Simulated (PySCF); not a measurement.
Species: C5H14GeO.
Bonds: C1–C2, C2–C3, C2–C4, C2–C5, C5–O6, O6–Ge7. Hydrogens: H8, H9, H10 on C1; H11, H12, H13 on C3; H14, H15, H16 on C4; H17, H18 on C5; H19, H20, H21 on Ge7.

Level of theory: PySCF, TDDFT wB97X-D/def2-SVPD, vertical, gas phase, core orbitals frozen in the response. Isolated species at its PBE0-D3(BJ)/def2-SVP geometry (one conformer only). Relativistic effects, spin–orbit coupling among them, are left out although an element past zinc is present. Torsions of this conformer, `[CH3:1][C:2]([CH3:3])([CH3:4])[CH2:5][O:6][GeH3:7]`: C1–C2–C5–O6 -60°, C2–C5–O6–Ge7 179°.

| state | E (eV) | λ (nm) | f | \|μ\| (D) | main configurations (H = HOMO, L = LUMO) |
| --- | --- | --- | --- | --- | --- |
| S1 | 6.73 | 184.2 | 0.0000 | 0.03 | H→L (83%), H→L+1 (8%) |
| S2 | 7.53 | 164.8 | 0.053 | 1.36 | H→L+1 (86%) |
| S3 | 7.66 | 161.9 | 0.036 | 1.11 | H-1→L (68%), H-1→L+1 (13%), H-4→L (10%) |
| S4 | 8.06 | 153.8 | 0.0015 | 0.22 | H→L+3 (89%) |
| S5 | 8.34 | 148.7 | 0.049 | 1.25 | H-1→L+1 (58%), H→L+4 (15%), H-4→L (12%) |
| S6 | 8.48 | 146.2 | 0.0031 | 0.31 | H→L+2 (54%), H→L+7 (13%), H-5→L (9%) |
| S7 | 8.51 | 145.6 | 0.0029 | 0.30 | H-4→L (37%), H→L+4 (25%), H-3→L (9%) |
| S8 | 8.70 | 142.4 | 0.0052 | 0.40 | H-5→L (46%), H-2→L (14%), H→L+2 (12%) |
| S9 | 8.73 | 142.1 | 0.144 | 2.09 | H→L+4 (44%), H-1→L+1 (12%), H-1→L (12%) |
| S10 | 8.91 | 139.1 | 0.050 | 1.22 | H-1→L+2 (57%), H-4→L+1 (13%) |

Triplets, Tamm–Dancoff:

```csv
state,E (eV),λ (nm),"main configurations (H = HOMO, L = LUMO)"
T1,6.43,192.7,H→L (84%)
T2,7.27,170.6,"H-1→L (71%), H-4→L (13%)"
T3,7.32,169.4,H→L+1 (83%)
T4,7.97,155.6,H→L+3 (85%)
```

The lowest singlet lies at 6.73 eV (184 nm, vacuum ultraviolet) and is dark (f under 0.0005); its leading configuration is HOMO→LUMO (83%). The most intense listed level is S9 at 8.73 eV (142 nm, f = 0.144), 2.00 eV above S1. Löwdin shares by element: HOMO oxygen 55%, carbon 13% or more, germanium 7%, hydrogen 6% or more (atoms not listed hold the other 18%); LUMO germanium 41%, hydrogen 23% or more, oxygen 11% (atoms not listed hold the other 25%). The listed states span 2.18 eV, and the widest gap between neighbours is 0.79 eV (S1 to S2). Of the 10 states listed, 5 reach f = 0.01 and 1 stays under 0.0005. Orbital energies (eV): HOMO-3 -10.98, HOMO-2 -10.96, HOMO-1 -10.15, HOMO -9.62, LUMO 1.79, LUMO+1 1.83, LUMO+2 2.60. The vertical ionisation energy (ΔSCF) is 9.77 eV, 0.86 eV above S10. The window holds the lowest 10 singlets.

The run took 5.9 min wall (grids of density and orbitals included) on an Arm Neoverse V1 with one thread, no GPU, on a shared host, and the process peaked at 1.3 GiB of memory.

Without π bonds the low states are Rydberg-like; a valence basis with one diffuse set may place them up to an eV too high.
